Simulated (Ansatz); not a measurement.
`B[SiH](F)C=C` + `N=C[SeH]` → `B[SiH2]F` + `C=C/N=C\[SeH]`  (redistribution)

Calculated with Ansatz (gas phase, PBE0-D4/def2-TZVP geometries, no zero-point term in ΔE). CCSD(T)/CBS adds triple-zeta CCSD(T) − MP2 to the extrapolated MP2 energy (def2 sets, frozen cores). For Se outer-core shells are correlated without core-valence functions, which leaves a few kJ/mol of doubt a bond. Scalar relativity is left out up to krypton. One conformer a species, not always the lowest.

```tsv
level	ΔE (kJ/mol)
CCSD/def2-TZVPP	36.6
MP2/CBS(def2)	28.7
```

Problem. What does CCSD(T)/CBS give? (Best estimate.)

Solution. The calculation gave: +33.3 kJ/mol. The listed levels differ from it by 3.3, -4.6 kJ/mol.

Largest T1 diagnostic among the species: 0.013.

The D4 term adds −3.0 kJ/mol with B3LYP and −1.5 kJ/mol with PBE0; it sums over pairs of atoms, weighted by their polarisabilities, and B3LYP, whose exchange is more repulsive, gets the larger term. In def2-TZVPP, CCSD(T) changes the Hartree–Fock value by −9.9 kJ/mol (the triples alone add −3.8 kJ/mol) and MP2 by −14.4 kJ/mol.

B3LYP here is the variant with VWN-RPA as its local correlation; programs differ in this.
